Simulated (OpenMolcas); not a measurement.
# Computed transition rates of Sb

| Item | Value |
| --- | --- |
| Program | OpenMolcas 26.06 |
| Method | RASSCF |
| Basis | ANO-RCC-VQZP [8s7p5d3f2g] |
| Scalar Hamiltonian | DKH2, point nucleus |
| Active space | 5 electrons in 9 orbitals (RAS2 5s 5p; RAS3 5d, at most 2 electrons) |
| State averaging | 2S+1 = 4 odd, 1 root; 2S+1 = 2 odd, 8 roots; 2S+1 = 4 even, 3 roots; 2S+1 = 2 even, 5 roots (0 in the spin-orbit step) |
| Spin-orbit coupling | RASSI with atomic mean-field integrals over the reference wave functions, term energies averaged over their components |

Rates come from the transition moments of the reference wave functions (E1 and E2 in the length form). At fixed line strength A goes as λ^-3 for E1 and M1 and as λ^-5 for E2, so a rate at the computed wavelength can be rescaled to the measured one. Measured vacuum wavelengths follow from level energies in NIST Handbook of Basic Atomic Spectroscopic Data. Branching counts decays inside the model space alone, at computed energies, and the table is only a selection of the E2 and M1 lines, drawn from those between levels with measured partners whose computed energy lies within a factor of 1.5 of the measured one.

```tsv
Upper	Lower	Type	λ computed (nm)	λ measured (nm)	A computed (s-1)	A rescaled (s-1)	Branching %
5s² 5p³ ²P°_3/2	5s² 5p³ ⁴S°_3/2	M1	470.2	541.6	5.38e+00		56.2
5s² 5p³ ²P°_1/2	5s² 5p³ ⁴S°_3/2	M1	503.2	609.9	2.81e+00		67.7
5s² 5p³ ²P°_3/2	5s² 5p³ ²D°_3/2	M1	1058	1005	2.65e+00		27.6
5s² 5p³ ²P°_3/2	5s² 5p³ ²D°_5/2	M1	1192	1161	1.09e+00		11.4
5s² 5p³ ²P°_1/2	5s² 5p³ ²D°_3/2	M1	1241	1269	1.03e+00		24.8
5s² 5p³ ²D°_3/2	5s² 5p³ ⁴S°_3/2	M1	846.6	1175	7.84e-01		98.0
5s² 5p³ ²P°_3/2	5s² 5p³ ²D°_5/2	E2	1192	1161	2.87e-01	3.27e-01	3.0
5s² 5p³ ²P°_1/2	5s² 5p³ ²D°_3/2	E2	1241	1269	2.08e-01	1.86e-01	5.0
5s² 5p³ ²P°_3/2	5s² 5p³ ²D°_3/2	E2	1058	1005	1.47e-01	1.90e-01	1.5
5s² 5p³ ²P°_1/2	5s² 5p³ ²D°_5/2	E2	1430	1529	7.57e-02	5.42e-02	1.8
5s² 5p³ ²D°_5/2	5s² 5p³ ⁴S°_3/2	E2	776.6	1015	3.70e-02		50.0
5s² 5p³ ²P°_1/2	5s² 5p³ ⁴S°_3/2	E2	503.2	609.9	2.87e-02		0.7
5s² 5p³ ²D°_5/2	5s² 5p³ ⁴S°_3/2	M1	776.6	1015	2.55e-02		34.4
5s² 5p³ ²D°_3/2	5s² 5p³ ⁴S°_3/2	E2	846.6	1175	1.58e-02		2.0
5s² 5p³ ²D°_5/2	5s² 5p³ ²D°_3/2	M1	9396	7452	1.16e-02	2.33e-02	15.6
```

Spin-changing lines and M1 lines between different terms are not rescaled, since their strength hangs on the term gaps too.

The largest correction is for 5s² 5p³ ²D°_5/2 → 5s² 5p³ ²D°_3/2 (M1): 1.16e-02 × (9396 / 7452)^3 = 2.33e-02 s-1, a factor of 2.00.

No measured rate stands beside these. Rescaling mends the energy factor alone: line strengths can still be far off where a level mixes with configurations outside the active space, and weak or spin-changing lines hang on small mixing coefficients that depend on the term gaps too, so rescaling need not improve them.

Some high roots are left out of the spin-orbit mixing, which shifts the levels that they would mix with. Active for correlation alone: 5d; no level in the range computed is led by a configuration that fills it, so any true level of that kind is missing. Measured partners are found by configuration, term and J. A level has none where our copy of the source lacks it or the pairing is in doubt (some pairs that miss far off the trend of their configuration count as doubtful). Only configurations of the active space appear.

° marks odd parity.
